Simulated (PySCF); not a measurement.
**Worked example: chemical shift, span and skew from a shielding tensor**

C4H8OSi, SMILES C1C(=O)C[SiH]1C. Atoms are numbered in the order given.

```xyz
14

C      2.5568     0.3413     0.0000
Si     0.8648    -0.4699     0.0000
C     -0.4671     0.2058     1.2022
C     -1.4258     0.1688     0.0000
O     -2.6086    -0.0549     0.0000
C     -0.4671     0.2058    -1.2022
H      2.4623     1.4387     0.0000
H      3.1346     0.0457    -0.8905
H      3.1346     0.0457     0.8905
H      0.9608    -1.9557     0.0000
H     -0.8396    -0.2970     2.1046
H     -0.2165     1.2536     1.4495
H     -0.2165     1.2536    -1.4495
H     -0.8396    -0.2970    -2.1046
```

The structure is a stationary point at B3LYP-D3(BJ)/def2-SVP. The structure was generated by enumeration, and PubChem lists no compound with its InChIKey, so it may never have been made.

GIAO shieldings from PySCF with PBE/pcSseg-1, non-relativistic, no solvent. The symmetric part of the tensor of C4 has the principal values -106.0, -34.2, 86.2 ppm. The same nucleus in TMS has σ = 182.0 ppm at this level (PySCF, at its B3LYP-D3(BJ)/def2-TZVP geometry).

Question: Work out the isotropic shielding, the ¹³C shift against TMS, the span and the skew.

Answer: 
σ(iso) = (σ11 + σ22 + σ33)/3 = -18.0 ppm. δ = σ(ref) − σ(iso) = 182.0 − (-18.0) = 200.0 ppm.
Span Ω = σ33 − σ11 = 192.2 ppm. Skew κ = 3(σ(iso) − σ22)/Ω = 0.25. Tumbling in solution averages the tensor to δ; in a static solid the shielding alone would spread this spin-1/2 line over Ω.
